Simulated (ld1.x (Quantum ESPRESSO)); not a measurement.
# Ranking TM semilocal potentials for tantalum (Ta)

All share these settings but for the change named:

```json
{
  "Element": "tantalum (Ta)",
  "Generator": "ld1.x (Quantum ESPRESSO) 7.5",
  "Type": "norm-conserving Troullier–Martins (semilocal form)",
  "Functional": "PBE",
  "Relativity": "scalar-relativistic",
  "Frozen core": "[Xe] 4f14",
  "Valence charge": "5",
  "Reference configuration": "5d3 6s1.75 6p0.25",
  "Partial waves": "6s (bound): rc 2.15 bohr; 6p (bound): rc 2.85 bohr; 5d (bound): rc 2.75 bohr",
  "Local potential": "the d channel",
  "Core correction": "none"
}
```

Cutoff: the first of the cutoffs (Ry, on a coarse ladder) from which the occupation-weighted sum of valence levels, in a spherical-Bessel basis at the reference potential, stays within 10 and 1 mRy of its value at 400 Ry; the density cutoff is not measured.

The base gives 25 Ry.

Of 7 variants that were run, those that failed, showed a ghost or another fault, or gave nearly equal values are left out.

In the semilocal form every listed channel keeps its own potential, so the choice of the local channel does not act on these tests. It acts once the file is put into the separable form.

A variant can come out equal or close to the base.

**Question.** Rank these variants from softest to hardest (loose cutoff).
A. core [Kr] 4d10 4f14 5s2, valence charge 11; reference 5p6 5d3 6s1 6p0; waves now 5p (bound): rc 1.70 bohr; 5d (bound): rc 2.35 bohr; 6s (bound): rc 2.50 bohr; local potential the s channel; core correction a·sin(br)/r model core, default radius (core density twice the valence density)
B. wave 5d (bound): rc 2.75 bohr becomes 5d (bound): rc 1.68 bohr
C. wave 6p (bound): rc 2.85 bohr becomes 6p (bound): rc 2.70 bohr

**Answer.** C (25 Ry), B (30 Ry), A (45 Ry).
